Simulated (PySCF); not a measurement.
C₄H₆F₂, SMILES C[C@@H](F)/C=C\F.

Geometry optimised at r2SCAN-D4/def2-SVP. The structure was generated by enumeration; whether it is a known compound was not checked. Other conformers were not sampled.

The numbers are results of r2SCAN-D4/def2-SVP in PySCF, not measurements.

Harmonic, unscaled wavenumbers; measured fundamentals usually lie a few per cent lower.

Computed vibrational spectrum:
```
mode  ν (cm⁻¹)  IR (km/mol)  Raman (Å⁴/amu)  depolarisation  moving atoms (share of kinetic energy)
----  --------  -----------  --------------  --------------  --------------------------------------
1           35          1.8             1.0            0.65                  F 51 %, C 32 %, H 17 %
2          163          0.1             0.4            0.46                          F 82 %, C 11 %
3          254          4.8             2.6            0.74                  C 45 %, H 42 %, F 13 %
4          273          1.0             0.5            0.75                                  H 85 %
5          387          8.7             1.4            0.74                  F 41 %, C 39 %, H 20 %
6          454          4.9             0.9            0.60                  C 45 %, F 34 %, H 21 %
7          557          9.5             3.0            0.72                   C 66 %, H 25 %, F 9 %
8          748         28.8             2.5            0.71                          H 72 %, C 24 %
9          803          2.1             2.9            0.50                          C 61 %, H 32 %
10         838         11.0             6.3            0.04                  C 58 %, F 24 %, H 18 %
11         919          0.5             1.9            0.68                          H 75 %, C 25 %
12         934         10.9             4.3            0.70                  H 46 %, C 40 %, F 14 %
13        1044         16.3             2.4            0.52                  H 48 %, C 32 %, F 19 %
14        1060         43.0             6.4            0.48                  C 47 %, H 43 %, F 10 %
15        1109         58.3             3.5            0.45                          C 60 %, H 33 %
16        1175         59.5             3.6            0.15                   C 48 %, H 43 %, F 9 %
17        1258         48.8            10.9            0.71                  H 69 %, C 18 %, F 13 %
18        1339          8.9             5.2            0.63                          H 78 %, C 21 %
19        1368         10.5             7.5            0.73                          H 82 %, C 16 %
20        1379         21.9             3.2            0.63                          H 69 %, C 30 %
21        1408         22.3             5.5            0.72                          H 62 %, C 37 %
22        1453          7.1            17.8            0.74                                  H 95 %
23        1469          1.7             8.7            0.75                                  H 92 %
24        1740         88.0            28.9            0.16                                  C 92 %
25        3033         44.3           117.3            0.32                                  H 92 %
26        3043         11.7           141.4            0.01                                  H 97 %
27        3148         13.4            91.5            0.72                          H 90 %, C 10 %
28        3156         10.5            50.6            0.67                          H 90 %, C 10 %
29        3186          3.0            65.0            0.67                                  H 92 %
30        3208          8.9           127.0            0.14                           H 91 %, C 9 %
```
